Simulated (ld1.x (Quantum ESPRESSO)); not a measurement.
**What one change does to a pseudopotential (S, PAW)**

```json
{
 "Element": "sulfur (S)",
 "Generator": "ld1.x (Quantum ESPRESSO) 7.5",
 "Type": "PAW",
 "Functional": "LDA (PZ)",
 "Relativity": "scalar-relativistic",
 "Frozen core": "[Ne]",
 "Valence charge": "6",
 "Reference configuration": "3s1 3p5",
 "Partial waves": "3s (bound): rcut 1.00, rcutus 1.35 bohr; 3s channel at -0.9 Ry: rcut 1.00, rcutus 1.35 bohr; 3p (bound): rcut 1.30, rcutus 1.70 bohr; 3p channel at -0.2 Ry: rcut 1.30, rcutus 1.70 bohr; 3d channel at 0.45 Ry: rcut 1.05, rcutus 1.35 bohr",
 "Local potential": "all-electron potential smoothed inside 1.10 bohr (lloc = -1)",
 "Core correction": "Bessel-smoothed model core, default radius (core density twice the valence density)",
 "Augmentation charge": "PSQ, inside the norm-conserving radii"
}
```

Change: core correction a·sin(br)/r model core, default radius (ld1.x builds one for every PAW set, though the input has nlcc=.false.).

Cutoffs: the cutoffs (Ry, on a coarse ladder) from which the occupation-weighted sum of valence levels, in a spherical-Bessel basis at the reference potential, stays within 10 and 1 mRy of its value at 400 Ry; they do not see the model core or the augmentation charge, which bear on the density cutoff. Errors are all-electron minus pseudo energies relative to the spin-unpolarised reference configuration.

**Question.** What does the change do?

**Answer.** The potential gets neither clearly harder nor softer (21 Ry and 30 Ry → 21 Ry and 30 Ry); of the 9 tests that both files solve, the error grows in 1 and shrinks in 1 by more than 15 % and 0.3 meV (median size 1.0 → 0.6 meV); neither file shows a bound ghost. The default core radius of the base comes out at 0.88 bohr. A model core, the more so a compact one, raises the density cutoff, which this test does not measure.

```csv
quantity,base,changed
"cutoff, loose",21 Ry,21 Ry
"cutoff, tight",30 Ry,30 Ry
bound ghosts,none,none
"error for 3s2 3p4, meV [ΔE -10.24 eV]",+0.2,+0.5
"error for 3s2 3p3, meV [ΔE 1.62 eV]",-1.0,-0.6
"error for 3s2 3p2, meV [ΔE 24.00 eV]",-7.9,-7.2
"error for 3s1 3p4, meV [ΔE 12.42 eV]",-1.5,-1.5
"error for 3s2 3p4.3, meV [ΔE -11.98 eV]",+0.4,+0.6
"error for 3s2 3p1, meV [ΔE 58.15 eV]",-34,-33
"error for 3s2 3p0, meV [ΔE 105.14 eV]",-112,-109
"error for 3s1 3p5 (spin-polarised), meV [ΔE -0.86 eV]",-0.7,-0.4
"error for 3s2 3p4 (spin-polarised), meV [ΔE -10.95 eV]",0.0,+0.4
s: phases at 1.86 bohr within 0.05 rad from the reference energy up to (Ry; the scan ends near 5),4.2,4.2
p: phases at 1.86 bohr within 0.05 rad from the reference energy up to (Ry; the scan ends near 5),to the end of the scan,to the end of the scan
d: phases at 1.86 bohr within 0.05 rad from the reference energy up to (Ry; the scan ends near 5),to the end of the scan,to the end of the scan
lowest overlap eigenvalue by channel,"s 0.45, p 0.77, d 1.00","s 0.45, p 0.77, d 1.00"
```
